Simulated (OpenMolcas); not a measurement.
# Cl IV: the spin-orbit constant, Slater's ratio, worked from levels

| Property | Result |
| --- | --- |
| Program | OpenMolcas |
| Basis | ANO-RCC-VTZP [5s4p2d1f] |
| Scalar Hamiltonian | DKH2, point nucleus |
| Active space | 4 electrons in 4 orbitals (3s 3p) |
| State averaging | 2S+1 = 3 even, 6 roots; 2S+1 = 1 even, 12 roots; 2S+1 = 5 odd, 1 root; 2S+1 = 3 odd, 9 roots; 2S+1 = 1 odd, 8 roots |
| Spin-orbit coupling | RASSI with atomic mean-field integrals over the reference wave functions, term energies averaged over their components |

Methods: CASSCF; MS-CASPT2, IPEA 0.25 Eh, imaginary shift 0.1 Eh (closed shells correlated: 2s 2p). Measured levels: Moore, Atomic Energy Levels, vol. I, NSRDS-NBS 35 (1971 reprint of NBS Circular 467, 1949).

**The spin-orbit constant.** For the Hund term 3P of p2, E(J) = (A/2) J(J+1) + constant and ζ = 2S·A = 2A. From J = 0 to J = 2 the energy changes by 3 A.

| Source | E(2) - E(0) | A | ζ |
| --- | --- | --- | --- |
| CASSCF | 1241.0 | 413.7 | 827 |
| MS-CASPT2 | 1240.0 | 413.3 | 827 |
| measured | 1341.0 | 447.0 | 894 |

All in cm-1. MS-CASPT2 is off by -7.5 % and CASSCF by -7.5 %. Both methods take the spin-orbit matrix elements from the reference wave functions, so the second can move ζ only through the term energies and any multistate remixing. Second-order mixing with other terms is absorbed into this ζ.

**Slater's ratio.** With one set of orbitals, p2 has 1D - 3P = 6 F2 and 1S - 1D = 9 F2 (F2 = F²/25), a ratio of 3/2. Term energies are centres of gravity, weighted by 2J + 1.

| Source | 1D - 3P | 1S - 3P | F2 from the first | Ratio |
| --- | --- | --- | --- | --- |
| CASSCF | 15977 | 29863 | 2663 | 0.869 |
| MS-CASPT2 | 12686 | 30360 | 2114 | 1.393 |
| measured | 12857 | 31641 | 2143 | 1.461 |

Energies in cm-1. A ratio away from 3/2 shows effects beyond one configuration with one set of orbitals, and in heavier atoms second-order spin-orbit shifts. In CASSCF the valence s occupation is 1.91 in 1S against 1.97 in 1D: mixing out of s² acts most on 1S and pulls it down.

Term energies are means over components that CASPT2 splits; among the terms shown or strongly mixed into the levels shown the widest spread is 46 cm-1 (3s2 3p2 1D, MS-CASPT2). Over all roots computed the reference weight is 0.86 to 0.99 in MS-CASPT2; the roots of lowest weight are the least certain, and an intruder state may touch them. Measured partners are found by configuration, term and J. A level has none where our copy of the source lacks it or the pairing is in doubt (some pairs that miss far off the trend of their configuration count as doubtful), and it then counts in no deviation. Levels of configurations outside the active space are missing.
